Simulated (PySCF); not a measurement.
Ranking problems on computed properties.

Each SMILES stands for a single optimised conformer of the isolated species, non-relativistic unless stated. Electronic properties by PySCF.

Dipoles, sizes and rotational constants follow the conformer. The torsions of the flexible species, by atom-mapped SMILES:
- `[CH3:1]/[C:2](=[CH:3]/[F:4])[O:5][SiH2:6][CH2:7][F:8]`: C1–C2–O5–Si6 -179°, C2–O5–Si6–C7 -68°, O5–Si6–C7–F8 -158°
- `[CH3:1][CH2:2][O:3]/[CH:4]=[CH:5]\[C@@H:6]1[CH2:7][C:8]12[CH2:9][CH2:10]2`: C1–C2–O3–C4 168°, C2–O3–C4–C5 9°, C4–C5–C6–C7 -133°
- `[CH3:1][CH2:2][P:3]([PH2:4])[c:5]1[cH:6][cH:7][o:8][cH:9]1`: C1–C2–P3–P4 173°, C2–P3–C5–C6 60°, H–P4–P3–C2 89°, H–P4–P3–C2 -179°
- `[O:1]=[CH:2][O:3][C:4]1=[CH:5][C:6](=[O:7])[CH2:8]1`: O1–C2–O3–C4 0°, C2–O3–C4–C5 0°
- `[CH3:1][O:2][C:3](=[O:4])[c:5]1[cH:6][cH:7][cH:8][c:9]([F:10])[p:11]1`: C1–O2–C3–O4 0°, O2–C3–C5–C6 180°
- `[CH3:1][SiH2:2][Si@@H:3]([CH2:4][F:5])[CH2:6][SiH3:7]`: C1–Si2–Si3–C4 -61°, Si2–Si3–C4–F5 57°, Si2–Si3–C6–Si7 176°
- `[NH2:1][SiH2:2][SiH2:3][NH:4][CH:5]1[CH2:6][CH2:7][CH2:8]1`: N1–Si2–Si3–N4 80°, Si2–Si3–N4–C5 178°, Si3–N4–C5–C6 160°, H–N1–Si2–Si3 38°, H–N1–Si2–Si3 177°
- `[N:1]#[C:2][CH2:3][C:4]1([C:5](=[O:6])[O-:7])[CH2:8][CH2:9]1`: C2–C3–C4–C5 149°, C3–C4–C5–O6 168°
- `[O:1]=[C:2]([OH:3])[C+:4]1[CH:5][CH:6]=[CH:7][O:8]1`: O1–C2–C4–C5 37°, H–O3–C2–O1 0°

The conformers of `CC1=CC(=O)CC(C)(C)C1` aren't listed.

(1) Rank by dipole moment, highest first (PBE0/pcSseg-1 at GFN2-xTB geometries).
A. `O=COC1=CC(=O)C1`
B. `CCO/C=C\[C@@H]1CC12CC2`
C. `COC(=O)c1cccc(F)p1`
D. `CCP(P)c1ccoc1`
E. `C/C(=C/F)O[SiH2]CF`

(2) Rank by HOMO–LUMO gap, highest first (PBE0/pcSseg-1 at GFN2-xTB geometries).
A. `COC(=O)c1cccc(F)p1`
B. `C/C(=C/F)O[SiH2]CF`
C. `CCP(P)c1ccoc1`
D. `CC1=CC(=O)CC(C)(C)C1`
E. `C[SiH2][Si@@H](CF)C[SiH3]`
F. `N[SiH2][SiH2]NC1CCC1`
G. `CCO/C=C\[C@@H]1CC12CC2`

(3) Give the two extremes of that set in kcal/mol.

(4) Rank by HOMO energy, lowest first (PBE0/pcSseg-1 at GFN2-xTB geometries).
A. `C(/[C@@H]1CC21CC2)=C/OCC`
B. `O([SiH2]CF)/C(C)=C\F`
C. `C[SiH2][Si@@H](CF)C[SiH3]`
D. `COC(=O)C1=CC=CC(F)=P1`
E. `CCP(P)c1ccoc1`

(5) By how much do the two ends of that ranking differ?

(6) Rank by smallest rotational constant, highest first (GFN2-xTB).
A. `C1(=O)C=C(OC=O)C1`
B. `O=C(O)[C+]1[CH]C=CO1` [radical]
C. `o1ccc(P(P)CC)c1`
D. `C1(CC1)(CC#N)C([O-])=O`

(7) By how much do the two ends of that ranking differ?

Results:

(1) A (4.10 D), E (3.19 D), B (1.26 D), D (0.71 D), C (0.52 D).

(2) E (7.91 eV), B (7.14 eV), G (7.02 eV), C (6.40 eV), F (6.30 eV), D (5.63 eV), A (5.06 eV).

(3) `COC(=O)c1cccc(F)p1`: 117 kcal/mol; `C[SiH2][Si@@H](CF)C[SiH3]`: 182 kcal/mol.

(4) C (-7.91 eV), D (-7.42 eV), B (-6.86 eV), E (-6.47 eV), A (-6.02 eV).

(5) By 1.89 eV, between `CCO/C=C\[C@@H]1CC12CC2` and `C[SiH2][Si@@H](CF)C[SiH3]`.

(6) B (1.293 GHz), A (1.051 GHz), D (0.957 GHz), C (0.685 GHz).

(7) By 0.608 GHz, between `O=C(O)[C+]1[CH]C=CO1` [charge +1 and doublet state] and `CCP(P)c1ccoc1`.
